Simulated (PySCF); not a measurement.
**[Dy(PH3)2]3+: from a saddle point downhill**

PySCF 2.14.0, RKS B3LYP, Dy lcecp-1-SVP with ECP55, P def2-SVP, H def2-SVP; non-relativistic Hamiltonian with scalar-relativistic core potentials where named; density fitting; no spin-orbit coupling. Relaxed within the symmetry of its start, the geometry (D3h) is

```xyz
9

Dy    0.0000    0.0000    0.0000
P     0.0000    0.0000    3.0002
H     1.3009    0.0000    3.5744
H    -0.6505    1.1266    3.5744
H    -0.6505   -1.1266    3.5744
P     0.0000    0.0000   -3.0002
H     1.3009    0.0000   -3.5744
H    -0.6505   -1.1266   -3.5744
H    -0.6505    1.1266   -3.5744
```

and its lowest harmonic modes are -88, -88, -42, 189, 216, 365 cm⁻¹ (negative: unstable). It was moved along the lowest mode and relaxed again, within the group Cs that the move left.

**Question.** Where does it end, and how much lower?

**Answer.** In Cs, 0.494 eV lower, after 16 steps:
```xyz
9

Dy    1.3174    0.6065    0.0000
P    -0.1691   -0.0823    2.4403
H     0.6987   -0.2727    3.5514
H    -1.0869    0.9287    2.8391
H    -0.9315   -1.2775    2.3369
P    -0.1691   -0.0823   -2.4403
H     0.6987   -0.2727   -3.5514
H    -0.9315   -1.2775   -2.3369
H    -1.0869    0.9287   -2.8391
```

**Question.** How do the contacts change?

**Answer.** 
```json
{"contact": "Dy1–P2 (PH3)", "saddle (Å)": "3.000", "end (Å)": "2.939"}
{"contact": "Dy1–P6 (PH3)", "saddle (Å)": "3.000", "end (Å)": "2.939"}
```


**Question.** Is the end a minimum?

**Answer.** Probably not: 2 of the modes stay unstable (below −25 cm⁻¹), though so soft as to be near the noise; lowest modes -31, -26, 49, 204, 214, 408 cm⁻¹.

An lcecp potential fixes the number of 4f electrons, so in runs with it no electron can move into or out of that shell.

State: singlet in the valence, with the 4f electrons in the core potential.
